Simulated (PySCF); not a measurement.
Radial density of Ni²⁺ (nickel, charge +2)

UHF, [Ar] 3d7 4p1, one real determinant (an excited configuration). Computed with PySCF 2.14 in x2c-TZVPPall with one added diffuse shell each of s, p, d, f type (7s6p5d3f1g, 80 functions), with the spin-free X2C one-electron Hamiltonian (Gaussian nucleus).

| r (bohr) | 4πr²ρ (e/bohr) | 4πr²(ρα − ρβ) |
| --- | --- | --- |
| 0.000899 | 0.2185 | 0.0000 |
| 0.00151 | 0.5501 | 0.0000 |
| 0.00254 | 1.373 | 0.0000 |
| 0.00428 | 3.313 | 0.0001 |
| 0.00719 | 7.513 | 0.0002 |
| 0.0121 | 15.35 | 0.0004 |
| 0.0203 | 26.35 | 0.0011 |
| 0.0342 | 33.91 | 0.0038 |
| 0.0576 | 30.02 | 0.0153 |
| 0.0968 | 27.91 | 0.0598 |
| 0.163 | 38.35 | 0.2515 |
| 0.274 | 24.94 | 1.1154 |
| 0.461 | 17.01 | 2.9853 |
| 0.775 | 18.00 | 3.0995 |
| 1.30 | 4.736 | 1.1834 |
| 2.19 | 0.7574 | 0.5442 |
| 3.69 | 0.2023 | 0.1990 |
| 6.20 | 0.006274 | 0.0063 |

Densities and radii are taken from the X2C orbitals without a picture-change correction, which distorts them close to the nucleus.

⟨L²⟩ = 13.95 against 20 for a pure G term, so this real determinant mixes terms.
